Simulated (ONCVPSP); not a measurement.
**What one change does to a pseudopotential (Eu, ONCV)**

```json
{
  "Element": "europium (Eu)",
  "Generator": "ONCVPSP 4.0.1",
  "Type": "optimised norm-conserving Vanderbilt (ONCV)",
  "Functional": "PBE",
  "Relativity": "scalar-relativistic",
  "Frozen core": "[Kr] 4d10 4f6",
  "Valence charge": "11",
  "Reference configuration": "5s2 5p6 5d1 6s2",
  "Partial waves": "5s+6s: rc 2.25 bohr, ncon 5, nbas 10, qcut 4.6 1/bohr, 2 projectors; 5p: rc 2.45 bohr, ncon 5, nbas 10, qcut 7.1 1/bohr, 2 projectors, debl 1.2 Ha; 5d: rc 2.25 bohr, ncon 3, nbas 7, qcut 4.8 1/bohr, 1 projector",
  "Local potential": "polynomial inside 1.70 bohr (lpopt 2, dvloc0 0 Ha)",
  "Core correction": "none"
}
```

Change: all radii scaled by about 1.30 (s 2.92, p 3.18, d 2.92 bohr); local potential polynomial inside 2.22 bohr (lpopt 2, dvloc0 0 Ha). In the p channel the program set the typed energies aside and used -0.979, 0.050 Ha.

Cutoffs: the cutoffs (Ha) at which the residual kinetic energy of the hardest occupied pseudo-wave falls to 1 and 0.1 mHa per electron; they do not see the model core or the augmentation charge, which bear on the density cutoff. Errors are all-electron minus pseudo energies relative to the spin-unpolarised reference configuration.

Problem. How do hardness, ghosts and transferability respond?

Solution. The potential gets softer (14 Ha and 23 Ha → 9.8 Ha and 14 Ha); of the 3 tests that both files solve, the error grows in 1 and shrinks in 1 by more than 15 % and 0.3 meV (median size 2.3 → 2.2 meV); neither file shows a bound ghost. A larger radius leaves more room for a smooth pseudo-wave, so fewer plane waves are needed.

| quantity | base | changed |
| --- | --- | --- |
| cutoff, loose | 14 Ha | 9.8 Ha |
| cutoff, tight | 23 Ha | 14 Ha |
| loose cutoff by channel | s 8.9 Ha, p 14 Ha, d 8.0 Ha | s 4.0 Ha, p 9.8 Ha, d 7.2 Ha |
| bound ghosts | none | none |
| GHOST(+) flags under 300 eV | s at 177.3 eV | none |
| tests counted as reliable (solved cleanly; for ONCVPSP, near-neutral configurations with less than one 5d electron left out) | 3 of 4 | 3 of 4 |
| error for 5s2 5p6 5d1 6s1, meV [ΔE 6.55 eV] | +0.1 | -0.5 |
| error for 5s2 5p6 5d1 6s0, meV [ΔE 18.48 eV] | +11 | +5.6 |
| error for 5s2 5p6 5d1.5 6s1.5, meV [ΔE 0.76 eV] | -2.3 | -2.2 |
